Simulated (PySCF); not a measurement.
# [Lu(H2O)]3+ at several levels of theory

Computed with PySCF 2.14.0 (density fitting, no spin-orbit coupling) at the geometry relaxed with B3LYP:

```xyz
4
[Lu(H2O)]3+ (singlet in the valence; each metal's 4f electrons, 14 of them, lie in its core potential, out of spins and levels)
Lu    0.0000    0.0000   -0.0516
O     0.0000    0.0000    2.0683
H     0.7854    0.0000    2.7016
H    -0.7854    0.0000    2.7016
```

```csv
level,basis,state,HOMO (eV),gap (eV),charge on Lu1 (e),population of f-type functions on Lu1 (polarisation alone where 4f lies in the core),dipole about the centre of mass (D),largest force component (eV/Å)
B3LYP,"Lu lcecp-1-SVP with ECP60, O def2-SVP, H def2-SVP",singlet,-28.32,6.85,2.50,0.02,3.66,0.00
HF,the same,singlet,-32.93,15.16,2.65,0.02,2.85,1.69
B3LYP,"Lu lcecp-1-TZVP with ECP60, O def2-TZVP, H def2-TZVP",singlet,-28.31,6.87,2.61,0.02,3.69,0.25
```

In the lcecp rows the 4f levels are missing from HOMO and gap, and the state counts the valence alone.

Charges are Mulliken's, which hang on the basis. The relaxation used the grid (50, 194), these runs (75, 302) or, all-electron (x2c bases, spin-free X2C Hamiltonian), (99, 590).

(1) A further run in the first row's basis gives HOMO (eV) -27.63, gap (eV) 6.36, charge on Lu1 (e) 2.51, population of f-type functions on Lu1 (polarisation alone where 4f lies in the core) 0.02, dipole about the centre of mass (D) 3.67, largest force component (eV/Å) 0.07. Which level was it?
A. TPSSh
B. TPSS
C. PBE0

An lcecp potential fixes the number of 4f electrons, so in runs with it no electron can move into or out of that shell.

Answers

(1) A. The others give HOMO -28.60 eV (PBE0); -26.98 eV (TPSS).
